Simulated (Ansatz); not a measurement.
Stepwise reaction of `CB(O)O` with methanol, as a gas-phase model of exchange steps in deposition or etching. ΔE in kJ/mol.

Calculated with Ansatz (gas phase, PBE0-D4/def2-TZVP geometries, no zero-point term in ΔE). CCSD(T)/CBS is the MP2 limit (def2-TZVPP, def2-QZVPP) plus CCSD(T) − MP2 in def2-TZVPP, frozen cores. This one scheme is used for every species. DFT in def2-TZVPP. B3LYP here is the variant with VWN-RPA as its local correlation; programs differ in this. Each species was taken in one conformer, which may not be the lowest.

```csv
step,reaction,PBE-D4,B3LYP-D4,ωB97M-V,CCSD(T)/CBS
1,`CB(O)O` + CH₃OH → `COB(C)O` + H₂O,-12.5,-13.8,-13.7,-16.7
2,`COB(C)O` + CH₃OH → `COB(C)OC` + H₂O,-1.0,-2.7,-1.9,-6.0
```

Q: By hand: ΔE of the 2 steps together at CCSD(T)/CBS.

A: (-16.7) + (-6.0) = -22.7 kJ/mol, or -11.3 kJ/mol a step.

In ΔE each step is higher than the one before. All are downhill at CCSD(T)/CBS. PBE-D4 differs from CCSD(T)/CBS by 4.2 to 5.0 kJ/mol a step. Isolated molecules leave out the surface, adducts and barriers. Largest T1 diagnostic: 0.012.
